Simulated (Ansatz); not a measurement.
Consider the ligand exchange at the Hf–F bond: `[F][Hf]([Cl])([Cl])[Cl]` + H₂Se → `[Cl][Hf]([Cl])([Cl])[SeH]` + H–F.

Gas-phase electronic energies from Ansatz, PBE0-D4/def2-TZVP geometries. CCSD(T)/CBS adds triple-zeta CCSD(T) − MP2 to the extrapolated MP2 energy (def2 sets, frozen cores). This one scheme is used for every species. Functionals use def2-TZVPP. HSE06 is defined as in plane-wave codes. Elements past krypton have def2 core potentials. For Hf, Se outer-core shells are correlated without core-valence functions, which leaves a few kJ/mol of doubt a bond. Scalar relativity is left out up to krypton. Each species was taken in one conformer, which may not be the lowest.

`[F][Hf]([Cl])([Cl])[Cl]`:

Cartesian coordinates in Å:
```
F -0.626 1.600 -0.935
Hf -0.024 0.061 -0.036
Cl -1.829 -1.360 0.315
Cl 1.579 -0.995 -1.346
Cl 0.900 0.694 2.001
```

H₂Se:

Z-matrix (Å, degrees):
```
Se
H 1 1.467
H 1 1.467 2 91.2
```

`[Cl][Hf]([Cl])([Cl])[SeH]`:

Cartesian coordinates in Å:
```
Cl 0.811 2.186 -0.664
Hf 0.527 0.010 0.098
Cl 0.284 0.058 2.408
Cl 2.274 -1.364 -0.553
Se -1.567 -0.994 -0.957
H -2.329 0.104 -0.332
```

H–F:

Cartesian coordinates in Å:
```
F 0.430 0.129 0.101
H -0.430 -0.129 -0.101
```

| level | ΔE (kJ/mol) | difference from CCSD(T)/CBS |
| --- | --- | --- |
| revPBE-D4 | 82.5 | 11.9 |
| BLYP-D4 | 91.7 | 21.1 |
| r2SCAN-D4 | 87.2 | 16.6 |
| r2SCAN0-D4 | 80.1 | 9.5 |
| HSE06-D4 | 75.1 | 4.5 |
| PBE | 87.0 | 16.4 |
| r2SCANh | 85.8 | 15.2 |
| r2SCAN0 | 82.0 | 11.4 |
| HSE06 | 80.4 | 9.8 |
| BHLYP | 93.8 | 23.2 |
| HF/def2-SVP | 106.5 | 35.9 |
| CCSD(T)/def2-SVP | 99.4 | 28.8 |
| HF/def2-TZVPP | 96.5 | 25.9 |
| CCSD/def2-TZVPP | 79.3 | 8.7 |
| HF/CBS(def2) | 98.3 | 27.7 |
| MP2/CBS(def2) | 58.6 | -12.0 |
| CCSD(T)/CBS | 70.6 | 0 |

Q: What do rigid-rotor, harmonic-oscillator terms from PBE0-D4/def2-TZVP frequencies (298.15 K, 1 bar) make of the CCSD(T)/CBS value? (An estimate is asked.)

A: Ansatz gave: ΔZPE = +3.1 kJ/mol, ΔH = +76.8 kJ/mol, ΔS = 8 J/(mol·K), ΔG = +74.4 kJ/mol.

Largest T1 diagnostic among the species: 0.014.

In def2-TZVPP, CCSD(T) changes the Hartree–Fock value by −21.8 kJ/mol (the triples alone add −4.7 kJ/mol) and MP2 by −33.8 kJ/mol. From r2SCAN to r2SCAN0 (25 % exact exchange), in def2-TZVPP and without D4, ΔE moves by −6.7 kJ/mol.
